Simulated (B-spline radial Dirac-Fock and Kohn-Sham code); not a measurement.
Model: a relativistic central-field model (Hartree-Slater potential of the initial state, Latter tail, multipole expansion of the photon field, Dirac-Fock thresholds). Program: a B-spline atomic structure program. Kinetic energies are from the vacuum level. Open shells are spread statistically over j, without multiplet splitting. Without correlation, outer binding energies are uncertain by a few eV, most for open f shells.

**Question.** A free atom or ion in its tabulated ground configuration is ionised with 3400 eV photons and gives these photoelectron lines. Identify it and assign the lines.

```
kinetic energy (eV)  relative cross section
             2238.8                    84.2
             2379.8                    52.9
             2396.9                   100.0
             3152.6                    13.6
             3199.3                     7.0
             3201.8                    13.2
             3269.4                    0.39
             3269.8                    0.57
```

**Answer.** Ni⁶⁺, [Ar] 3d4. Binding energies are hν less the kinetic energy: 2s 1161.2 eV, 2p1/2 1020.2 eV, 2p3/2 1003.1 eV, 3s 247.4 eV, 3p1/2 200.7 eV, 3p3/2 198.2 eV, 3d3/2 130.6 eV, 3d5/2 130.2 eV.

**Question.** A free atom or ion in its tabulated ground configuration is ionised with 4050 eV photons and gives these photoelectron lines. Identify it and assign the lines.

```
kinetic energy (eV)  relative cross section
             2573.9                    43.1
             2738.6                    53.4
             2827.0                   100.0
             3112.0                    55.7
             3130.4                    78.0
             3715.1                    10.6
             3778.2                    11.3
             3797.2                    20.9
             3902.8                     9.5
             3906.0                    13.3
             3977.0                     2.0
             3996.9                     1.8
             3999.9                     3.3
```

**Answer.** Ce³⁺, [Xe] 4f1. Binding energies are hν less the kinetic energy: 3s 1476.1 eV, 3p1/2 1311.4 eV, 3p3/2 1223.0 eV, 3d3/2 938.0 eV, 3d5/2 919.6 eV, 4s 334.9 eV, 4p1/2 271.8 eV, 4p3/2 252.8 eV, 4d3/2 147.2 eV, 4d5/2 144.0 eV, 5s 72.97 eV, 5p1/2 53.07 eV, 5p3/2 50.11 eV.

**Question.** A free atom or ion in its tabulated ground configuration is ionised with 2930 eV photons and gives these photoelectron lines. Identify it and assign the lines.

```
kinetic energy (eV)  relative cross section
             1857.9                    72.6
             1998.7                    52.7
             2015.8                   100.0
             2758.4                    11.1
             2803.1                     6.1
             2805.3                    11.6
             2874.7                    0.61
             2875.0                    0.88
```

**Answer.** Ni³⁺, [Ar] 3d7. Binding energies are hν less the kinetic energy: 2s 1072.1 eV, 2p1/2 931.3 eV, 2p3/2 914.2 eV, 3s 171.6 eV, 3p1/2 126.9 eV, 3p3/2 124.7 eV, 3d3/2 55.29 eV, 3d5/2 55.00 eV.

**Question.** A free atom or ion in its tabulated ground configuration is ionised with 664 eV photons and gives these photoelectron lines. Identify it and assign the lines.

```csv
kinetic energy (eV),relative cross section
361.9,59.8
426.8,50.8
428.0,100.0
593.2,8.4
```

**Answer.** S⁴⁺, [Ne] 3s2. Binding energies are hν less the kinetic energy: 2s 302.1 eV, 2p1/2 237.2 eV, 2p3/2 236.0 eV, 3s 70.80 eV.

Values without a named source are computed, but for edge energies of neutral atoms, which are taken from tables.
